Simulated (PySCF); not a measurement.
**Cr⁹⁺: ionisation energy**

Cr⁹⁺ [Ne] 3s2 3p3 (4S) → Cr¹⁰⁺ [Ne] 3s2 3p2 (3P), as a difference of total energies. Calculation: PySCF 2.14, in an uncontracted even-tempered set (17 s from 0.49 bohr⁻², ratio 2.5; 11 p from 0.64 bohr⁻², ratio 2.5; 5 d from 3.8 bohr⁻², ratio 2.7; 4 f from 5.7 bohr⁻², ratio 2.7); no relativity, point nucleus. Correlated levels: outer shells: 1s2 frozen; virtual orbitals above 40 to 60 times the deepest correlated orbital energy dropped. The calculations carry no spin-orbit coupling.

| method | ionisation energy (eV) |
| --- | --- |
| UHF | 241.65 |
| MP2 (outer shells) | 242.22 |
| SCS-MP2 (outer shells) | 242.01 |
| CCSD (outer shells) | 242.07 |
| CCSD(T) (outer shells) | 242.06 |

How much does correlation contribute at CCSD(T) (outer shells)?

242.06 − (241.65) = 0.41 eV, measured against UHF.

A first-order spin-orbit estimate (lowest level to lowest level, LS coupling) adds -0.885 eV.

These non-relativistic numbers lack the scalar-relativistic shift.

For comparison: 244.5 ± 0.5 eV (semi-empirical (NIST evaluation); NIST Atomic Spectra Database, ionization energies).
